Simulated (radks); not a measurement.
The numbers below are computed, except where a source is named.
Q: Coherent X-ray form factor from a spherical all-electron density. Code: a radial shooting solver on a logarithmic mesh with Libxc functionals. Model: non-relativistic Kohn-Sham, TPSS, spin-polarised, spherical densities, point nucleus; meta-GGA in the generalised Kohn-Sham scheme.

sin(theta)/lambda (1/angstrom)  f0 (electrons)
0.05                                    40.878
0.1                                     40.517
0.15                                    39.928
0.2                                     39.128
0.25                                    38.143
0.3                                     37.001
0.4                                     34.373
0.5                                     31.505
0.6                                     28.635
0.8                                     23.552
1                                       19.768
1.25                                    16.555
1.5                                     14.208
2                                       10.320

The species is in the configuration that NIST lists as its ground one. Which atom or ion scatters so?

A: The promethium ion Pm20+, [Kr] 4d5. Extrapolating in s^2 from the first two rows gives f0(0) = 41.0, near the electron count 41; among species with that count, the fall with angle is slower the higher Z, and the table is that of Z = 61; from so few rows the species is fixed only to a neighbour or two.
